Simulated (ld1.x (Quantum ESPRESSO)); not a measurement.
**Before and after: RRKJ potential for Be (Z = 4)**

- Element: Be (Z = 4)
- Generator: ld1.x (Quantum ESPRESSO) 7.5
- Type: norm-conserving RRKJ (Kleinman–Bylander form)
- Functional: PBE
- Relativity: scalar-relativistic
- Frozen core: [He]
- Valence charge: 2
- Reference configuration: 2s1.5 2p0.5
- Partial waves: 2s (bound): rc 1.65 bohr; 3d channel at 0.45 Ry: rc 3.20 bohr; 2p (bound): rc 3.50 bohr
- Local potential: the p channel
- Core correction: a·sin(br)/r model core, default radius (core density twice the valence density)
- rho0: 0.005

All-electron outer shells of the reference configuration (PBE, scalar-relativistic, ld1.x):

```json
{"shell": "1s", "level (eV)": "-106.96", "outermost node (bohr)": "–", "outermost maximum (bohr)": "0.27"}
{"shell": "2s", "level (eV)": "-5.91", "outermost node (bohr)": "0.59", "outermost maximum (bohr)": "2.04"}
{"shell": "2p", "level (eV)": "-2.30", "outermost node (bohr)": "–", "outermost maximum (bohr)": "2.26"}
```

Change: wave 2p (bound): rc 3.50 bohr becomes 2p (bound): rc 2.80 bohr.

Cutoffs: the cutoffs (Ry, on a coarse ladder) from which the occupation-weighted sum of valence levels, in a spherical-Bessel basis at the reference potential, stays within 10 and 1 mRy of its value at 400 Ry; they do not see the model core or the augmentation charge, which bear on the density cutoff. Errors are all-electron minus pseudo energies relative to the spin-unpolarised reference configuration.

Task: How do hardness, ghosts and transferability respond?

Result: The potential gets neither clearly harder nor softer (10 Ry and 18 Ry → 10 Ry and 18 Ry); the s channel sets the loose cutoff, while the largest relative change is in p, which becomes harder; of the 6 tests that both files solve, the error grows in 0 and shrinks in 6 by more than 15 % and 0.3 meV (median size 16.3 → 7.4 meV); neither file shows a bound ghost. Less of the atom is replaced, so other configurations are described better.

```csv
quantity,base,changed
"cutoff, loose",10 Ry,10 Ry
"cutoff, tight",18 Ry,18 Ry
loose cutoff by channel (10 mRy a level),"s 10 Ry, p 6 Ry","s 10 Ry, p 8 Ry"
bound ghosts,none,none
"error for 2s2 2p0, meV [ΔE -1.80 eV]",-3.3,-1.0
"error for 2s1 2p0, meV [ΔE 7.75 eV]",+26,+14
"error for 2s1.5 2p0, meV [ΔE 1.96 eV]",+6.7,+3.2
"error for 2s0 2p1, meV [ΔE 11.66 eV]",-86,-31
"error for 2s1 2p1, meV [ΔE 1.81 eV]",-3.6,-1.2
"error for 2s0 2p2, meV [ΔE 5.45 eV]",-35,-12
```
